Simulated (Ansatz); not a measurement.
System: sum formula H7SiN2O2, net charge 1, singlet state. It need not be the lowest isomer of its formula. 
Coordinates optimised at B3LYP-D3(BJ)/def2-TZVP (Ansatz, a quantum-chemistry and plane-wave program):
```
Si
O 1 1.6129
H 2 0.9614 1 124.35
N 1 1.6635 2 114.58 3 85.82
H 4 1.0080 1 124.25 2 -170.05
H 4 1.0084 5 112.79 1 -177.08
N 1 1.6661 2 124.10 3 -60.27
H 7 1.0086 1 121.95 2 116.68
H 7 1.0087 8 112.25 1 165.53
O 1 1.8541 2 89.26 3 -162.27
H 10 0.9697 1 122.12 2 -161.24
H 10 0.9720 11 111.68 1 -146.57
```
Charge +1, spin multiplicity 1.

Basis-set convergence of Hartree-Fock and CCSD correlation energies (hartree) with Ansatz. Valence correlation only, unless marked. Spin-orbit coupling is left out. Non-relativistic.

```json
[
 {"basis": "cc-pV(D+d)Z", "functions": "114", "E(HF)": "-551.58159", "E(corr, CCSD)": "-0.84744"},
 {"basis": "cc-pV(T+d)Z", "functions": "257", "E(HF)": "-551.70267", "E(corr, CCSD)": "-1.05143"},
 {"basis": "cc-pV(Q+d)Z", "functions": "494", "E(HF)": "-551.72781", "E(corr, CCSD)": "-1.11974"}
]
```

Extrapolating the two largest sets (X = 3 and 4) as X^-3: E(corr) = (64·(-1.11974) - 27·(-1.05143))/37 = -1.1696 Eh, an estimate of the basis-set limit. The largest set recovers 95.7 % of it, the smallest 72.5 %.
